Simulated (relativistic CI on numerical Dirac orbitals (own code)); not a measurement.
## d9 in a ligand field

Computed with a parametric ligand-field model of a d^n configuration (Racah B and C, spin-orbit zeta, crystal field), exact diagonalisation.

Field parameters in Wybourne normalisation: Td as Oh with Dq negative (B⁴₀ = 21Dq, B⁴₄ = √(5/14) B⁴₀). The field is a parameter set, without covalency.

B = 1060 cm⁻¹, C = 4320 cm⁻¹ (C/B = 4.08), Td, no spin-orbit coupling. Tanabe-Sugano data, E/B above the lowest term (Δ = |10Dq|; b, c mark the second and third term of a kind):

```csv
Δ/B,2T2,2E
1.0,0.00,1.00
1.9,0.00,1.90
2.8,0.00,2.80
3.7,0.00,3.70
4.6,0.00,4.60
5.5,0.00,5.50
6.4,0.00,6.40
7.3,0.00,7.30
8.2,0.00,8.20
9.1,0.00,9.10
10.0,0.00,10.00
10.9,0.00,10.90
11.8,0.00,11.80
12.7,0.00,12.70
13.6,0.00,13.60
14.5,0.00,14.50
15.4,0.00,15.40
16.3,0.00,16.30
17.2,0.00,17.20
18.1,0.00,18.10
19.0,0.00,19.00
19.9,0.00,19.90
20.8,0.00,20.80
21.7,0.00,21.70
```

The ground term stays 2T2.
